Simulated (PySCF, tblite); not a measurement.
Species: C5H4F4O2.
Geometry (GFN2-xTB, Å), atoms numbered from 1 in this order:
```xyz
15
C5H4F4O2 angstrom
F     -1.1628   -2.3272   -0.3994
C     -0.9534   -1.1528    0.2855
C     -2.0900   -0.1863    0.1334
C     -1.6514    0.8668   -0.5417
O     -0.3358    0.8002   -0.9052
C      0.2096   -0.3581   -0.3483
O      1.1109   -0.0290    0.7114
C      2.2036    0.6527    0.3804
F      2.8783    0.1122   -0.6444
F      3.0247    0.6748    1.4230
F      1.9747    1.9239    0.0395
H     -0.7199   -1.4290    1.3188
H     -3.0760   -0.3712    0.5033
H     -2.1573    1.7596   -0.8577
H      0.7405   -0.9287   -1.1205
```

Theory: PBE0/pcSseg-1 in PySCF (dipole) on a GFN2-xTB geometry, gas phase.

Masses are those of the commonest isotopes; rigid-rotor values at the optimised geometry. The values belong to one conformer with, in the numbering `[F:1][C@@H:2]1[CH:3]=[CH:4][O:5][C@H:6]1[O:7][C:8]([F:9])([F:10])[F:11]`, O5–C6–O7–C8 -64°.

Task: What are A, B and C (MHz)?

Result: Ia = 227.90, Ib = 705.68, Ic = 800.71 u·Å²; 505379 MHz·u·Å²/I gives A = 2218, B = 716.2, C = 631.2 MHz.

Task: Classify the top.

Result: An asymmetric top; Ray's κ = -0.893.

Task: What does the inertial defect say?

Result: Not planar: Δ = Ic − Ia − Ib = -132.88 u·Å². For a rigid frame Δ = −2 Σ m c², so Σ m c² = 66.44 u·Å² lies off the ab plane: 4.85 from hydrogen and 61.59 from heavier atoms. The atom farthest from that plane is 1.35 Å away.

Task: List the rotational levels J(Ka,Kc) to J = 5 (MHz).

Result: Above 0(0,0):
J = 1: 1(0,1) 1347, 1(1,1) 2849, 1(1,0) 2934
J = 2: 2(0,2) 4038, 2(1,2) 5458, 2(1,1) 5713, 2(2,1) 10217, 2(2,0) 10221
J = 3: 3(0,3) 8066, 3(1,3) 9371, 3(1,2) 9881, 3(2,2) 14259, 3(2,1) 14277, 3(3,1) 21981, 3(3,0) 21981
J = 4: 4(0,4) 13421, 4(1,4) 14583, 4(1,3) 15432, 4(2,3) 19646, 4(2,2) 19698, 4(3,2) 27377, 4(3,1) 27377, 4(4,1) 38178, 4(4,0) 38178
J = 5: 5(0,5) 20089, 5(1,5) 21093, 5(1,4) 22365, 5(2,4) 26375, 5(2,3) 26495, 5(3,3) 34125, 5(3,2) 34127, 5(4,2) 44922, 5(4,1) 44922, 5(5,1) 58810, 5(5,0) 58810
Those of J = 1 are B + C, A + C and A + B.

Task: Predict some low-J microwave lines.

Result: The dipole components are |μa| = 2.09 D, |μb| = 1.01 D, |μc| = 0.67 D. Intensities carry the squares of the components, which stand as 1.00 : 0.23 : 0.10 (a : b : c). Some lines, for components of 0.1 D or more:

| type | branch | J(Ka,Kc) | MHz | lower level (cm⁻¹) |
| --- | --- | --- | --- | --- |
| a | Q | 4(1,3) ← 4(1,4) | 849 | 0.486 |
| a | Q | 5(1,4) ← 5(1,5) | 1272 | 0.704 |
| b | R | 4(0,4) ← 3(1,3) | 4050 | 0.313 |
| a | R | 3(2,1) ← 2(2,0) | 4056 | 0.341 |
| a | R | 4(1,4) ← 3(1,3) | 5213 | 0.313 |
| b | R | 3(1,3) ← 2(0,2) | 5332 | 0.135 |
| a | R | 4(1,3) ← 3(1,2) | 5552 | 0.330 |
| b | Q | 4(4,1) ← 4(3,2) | 10801 | 0.913 |
| b | R | 3(3,1) ← 2(2,0) | 11760 | 0.341 |
| b | R | 5(2,3) ← 4(1,4) | 11912 | 0.486 |
| c | R | 4(3,2) ← 3(2,2) | 13117 | 0.476 |
| b | R | 4(3,1) ← 3(2,2) | 13118 | 0.476 |
| b | Q | 5(5,1) ← 5(4,2) | 13888 | 1.498 |
| c | R | 5(4,2) ← 4(3,2) | 17545 | 0.913 |
| b | R | 5(5,0) ← 4(4,1) | 20632 | 1.273 |

Its GFN2-xTB frequencies are all real (lowest 22 cm⁻¹). Constants of a rigid frame at the computed geometry: no zero-point averaging, no centrifugal distortion.
